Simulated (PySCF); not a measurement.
# Interval between two levels of Fe⁺ by level of theory

Fe⁺ [Ar] 3d6 4s1 [6D9/2, M_J = 9/2] → Fe⁺ [Ar] 3d5 4s1 4p1 [8P9/2, M_J = 9/2], as a difference of total energies. All numbers are calculated (PySCF 2.14, the two-component X2C-1e Hamiltonian, in x2c-TZVPall-2c with one added diffuse shell each of s, p, d type (7s8p5d1f, 63 functions)). Correlated levels: [Ne] frozen; the 6 highest virtual spinors dropped. "Screened" scales the spin-orbit matrix elements by Boettger's factors to mimic the two-electron term; Breit and QED terms are absent.

```
                    method  interval between two levels (cm⁻¹)
           GHF (spin-free)                               35723
          GMP2 (spin-free)                               49004
 GHF (screened spin-orbit)                               36403
GMP2 (screened spin-orbit)                               49719
```

Errors of the correlated levels include the incompleteness of this basis and the frozen core.

The labels give the starting determinants; with spin-orbit coupling the two ends relaxed to ⟨J²⟩ = 24.76, ⟨L²⟩ = 6.01, ⟨S²⟩ = 8.75 and ⟨J²⟩ = 24.76, ⟨L²⟩ = 2.01, ⟨S²⟩ = 15.75.

For comparison: 52966 cm⁻¹ (measured; NIST Handbook of Basic Atomic Spectroscopic Data (Sansonetti and Martin, J. Phys. Chem. Ref. Data 34, 1559 (2005))).
